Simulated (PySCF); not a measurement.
Trend along the chalcogens: MPb molecules

HF with double-zeta basis sets in PySCF, for the lowest determinant that a PBE0 search found; no spin–orbit coupling. De refers to high-spin ground-configuration atoms. A positive dipole means M(−)Pb(+).

| M | basis | reference | state (unpaired electrons) | Re (Å) | ωe (cm⁻¹) | De (eV) | μ (D) |
| --- | --- | --- | --- | --- | --- | --- | --- |
| O | def2-SVP | RHF | singlet (closed shell) | 1.888 | 872 | 0.38 | 5.43 |
| Se | def2-SVP | RHF | singlet (closed shell) | 2.400 | 314 | 1.82 | 4.52 |

Q: The row for M = S is missing. Estimate Re, ωe and De as the mean of the rows for O and Se, and compare with the calculation.

A: The means are 2.144 Å, 593 cm⁻¹ and 1.10 eV. RHF in def2-SVP gives PbS as a singlet (closed shell) with Re = 2.284 Å, ωe = 484 cm⁻¹, De = 1.90 eV, so the estimate is off by -14.0 pm, +23 % and -0.80 eV.

Spin–orbit coupling is left out, which matters for elements this heavy, above all for dissociation energies. Where the molecule has an RHF reference, its open-shell atoms are computed with UHF. Hartree–Fock leaves out correlation, which carries a large part of most bond energies and some tenths to 1 eV of ionisation energies.
